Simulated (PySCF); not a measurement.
Compound: SnMe3(pyrrolidide), C7H17NSn.
Bonds: Sn1–C2, Sn1–C6, Sn1–C10, Sn1–N14, N14–C15, N14–C18, C15–C16, C16–C17, C17–C18. Hydrogens: H3, H4, H5 on C2; H7, H8, H9 on C6; H11, H12, H13 on C10; H19, H20 on C15; H21, H22 on C16; H23, H24 on C17; H25, H26 on C18.

Method: PBE0-D3(BJ)/def2-SVP geometry optimisation, gas phase, def2 core potentials past Kr (PySCF 2.14.0); density fitting, grid level 1; the optimiser is geomeTRIC in internal coordinates, started from a GFN2-xTB structure with every atom displaced at random (about 0.03 Å).

Step 1: E = -14841.0351 eV
```
atom  x, y, z in Å  |  force x, y, z in eV/Å
Sn1     0.6701    1.1504    0.4915   -0.285  -0.277   0.175
C2      0.5864    1.0830    2.6333    0.523  -0.237  -0.134
H3     -0.4485    0.9104    2.9439   -0.101   0.027   0.096
H4      0.9744    2.0216    3.0466   -0.119   0.130   0.079
H5      1.2327    0.2719    3.0050   -0.145  -0.011   0.056
C6      2.6689    1.1832   -0.2956    0.211  -0.375   0.132
H7      2.6737    1.2159   -1.3941   -0.030   0.092   0.014
H8      3.2179    0.2823    0.0240   -0.034   0.041  -0.045
H9      3.2012    2.0538    0.1125   -0.017   0.091  -0.085
C10    -0.4020    2.8271   -0.2000   -0.162   0.468  -0.451
H11    -0.3061    2.9088   -1.2955    0.017   0.081   0.085
H12    -0.0104    3.7471    0.2580   -0.070   0.036  -0.039
H13    -1.4693    2.7244    0.0325   -0.044   0.001   0.110
N14    -0.5153   -0.4305   -0.1113    0.375  -0.494  -0.047
C15    -0.8336   -0.6354   -1.5204    0.016   0.371   0.554
C16    -1.7090   -1.8871   -1.5034   -0.247  -0.631  -0.365
C17    -1.3236   -2.6380   -0.2051   -0.075   0.254  -0.110
C18    -0.1964   -1.7723    0.3652    0.106   0.159   0.033
H19     0.0773   -0.8107   -2.1305    0.006  -0.062  -0.147
H20    -1.3468    0.2520   -1.9252   -0.003  -0.044  -0.106
H21    -1.5632   -2.5089   -2.4055    0.136   0.077   0.099
H22    -2.7811   -1.6432   -1.5089    0.009   0.178   0.130
H23    -2.1788   -2.6544    0.4867    0.031   0.007   0.028
H24    -1.0148   -3.6810   -0.3724    0.023   0.037  -0.046
H25    -0.1251   -1.8166    1.4651   -0.077   0.065  -0.005
H26     0.7802   -2.1479   -0.0264   -0.044   0.016  -0.010
```

Step 2: E = -14841.0877 eV
```
atom  x, y, z in Å  |  force x, y, z in eV/Å
Sn1     0.6537    1.1526    0.4965   -0.404   0.397  -0.053
C2      0.6067    1.0623    2.6454    0.237  -0.146  -0.119
H3     -0.4277    0.9010    2.9692   -0.088   0.004   0.053
H4      0.9847    2.0004    3.0677   -0.020   0.118   0.063
H5      1.2372    0.2413    3.0218   -0.069   0.018  -0.031
C6      2.6620    1.1424   -0.2943    0.008  -0.134   0.002
H7      2.6512    1.1831   -1.3941   -0.014   0.024   0.054
H8      3.2010    0.2369    0.0202   -0.018  -0.009  -0.009
H9      3.2028    2.0166    0.0942    0.013   0.053  -0.027
C10    -0.4348    2.8959   -0.2240    0.303  -0.194  -0.069
H11    -0.3438    2.9875   -1.3184    0.017  -0.033   0.070
H12    -0.0448    3.8180    0.2311    0.015  -0.021   0.027
H13    -1.4960    2.7960    0.0281   -0.123  -0.042   0.068
N14    -0.5004   -0.4432   -0.1060    0.199  -0.244  -0.184
C15    -0.8233   -0.6369   -1.5115    0.115  -0.037   0.271
C16    -1.6952   -1.9027   -1.5156   -0.294  -0.028   0.104
C17    -1.3147   -2.6390   -0.2092   -0.135   0.142   0.040
C18    -0.1856   -1.7777    0.3733   -0.002   0.078   0.023
H19     0.0819   -0.8129   -2.1361   -0.004  -0.012  -0.037
H20    -1.3376    0.2397   -1.9255   -0.079   0.123  -0.066
H21    -1.5304   -2.5151   -2.4118    0.085  -0.042  -0.070
H22    -2.7682   -1.6372   -1.5125    0.178  -0.011   0.032
H23    -2.1738   -2.6535    0.4860    0.151  -0.003  -0.103
H24    -1.0027   -3.6803   -0.3733    0.010  -0.026  -0.020
H25    -0.1382   -1.8117    1.4755   -0.027   0.001  -0.040
H26     0.7946   -2.1576   -0.0066   -0.054   0.024   0.021
```

**Question.** Estimate the geometry and energy of step 3. (The exact step hangs on the optimiser's Hessian estimate; all steps are aligned on step 2, rigid shifts and turns removed.)

**Answer.** E = -14841.1053 eV, largest force 0.193 eV/Å
```
atom  x, y, z in Å  |  force x, y, z in eV/Å
Sn1     0.6354    1.1638    0.4969   -0.095   0.146   0.051
C2      0.6103    1.0669    2.6445    0.030   0.020  -0.011
H3     -0.4250    0.9090    2.9794    0.007   0.004   0.010
H4      0.9843    2.0088    3.0726   -0.014  -0.016   0.002
H5      1.2344    0.2418    3.0167   -0.003  -0.001  -0.021
C6      2.6445    1.1246   -0.2943   -0.027  -0.009   0.013
H7      2.6247    1.1635   -1.3929   -0.001  -0.007   0.003
H8      3.1744    0.2150    0.0215   -0.003  -0.009   0.000
H9      3.1943    2.0012    0.0793    0.015  -0.005  -0.009
C10    -0.4324    2.8891   -0.2252    0.031  -0.034   0.003
H11    -0.3404    2.9763   -1.3176   -0.013  -0.018   0.007
H12    -0.0393    3.8098    0.2298    0.004  -0.012   0.015
H13    -1.4955    2.7881    0.0376    0.010   0.010  -0.016
N14    -0.4924   -0.4441   -0.1064    0.112  -0.060  -0.145
C15    -0.8195   -0.6304   -1.5063    0.022  -0.008   0.023
C16    -1.6893   -1.9008   -1.5184   -0.127   0.081   0.102
C17    -1.3052   -2.6317   -0.2143   -0.056  -0.022   0.044
C18    -0.1794   -1.7721    0.3760   -0.043   0.015  -0.013
H19     0.0801   -0.8043   -2.1421   -0.001   0.014   0.004
H20    -1.3412    0.2475   -1.9208   -0.002   0.020   0.010
H21    -1.5131   -2.5084   -2.4174    0.019  -0.015  -0.021
H22    -2.7581   -1.6311   -1.5083    0.081  -0.041  -0.019
H23    -2.1608   -2.6499    0.4800    0.059  -0.017  -0.044
H24    -0.9897   -3.6721   -0.3813   -0.003  -0.018   0.000
H25    -0.1448   -1.8040    1.4776   -0.003  -0.014  -0.010
H26     0.8022   -2.1504    0.0035   -0.001  -0.003   0.019
```

The energy changes by -0.0175 eV. The first-order estimate −F·Δx gives -0.0288 eV and the mean of the old and new forces, exact on a quadratic surface, -0.0176 eV. The step makes an angle of 71° with the force vector and moves no atom by more than 0.034 Å.

What follows is the cost of the whole optimisation. On Intel Xeon at 2.50 GHz, one thread, no GPU, shared host with 64 logical CPUs at a one-minute load of 63, this took 12 min wall, 11 min CPU and 1.1 GiB of memory at its peak.
